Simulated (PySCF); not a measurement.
Zn(H)(GeH3) (GeH4Zn), SMILES [GeH3][ZnH].

Geometry optimised at B3LYP-D3(BJ)/def2-TZVP.

Level of theory: r2SCAN/def2-TZVPD (PySCF).

Symmetry labels are those of the subgroup Cs that the program uses (full group C3v).

**Question.** List the valence orbital energies around the gap with their symmetry. (The exact figures need the calculation; the answer reports its results.)

**Answer.** 
```tsv
orbital	symmetry	energy (eV)
HOMO−7	A'	-12.21
HOMO−6	A"	-12.21
HOMO−5	A"	-12.14
HOMO−4	A'	-12.14
HOMO−3	A'	-8.59
HOMO−2	A"	-8.40
HOMO−1	A'	-8.40
HOMO	A'	-6.58
LUMO	A'	-1.50
LUMO+1	A"	-1.50
LUMO+2	A'	-0.46
LUMO+3	A'	0.99
```
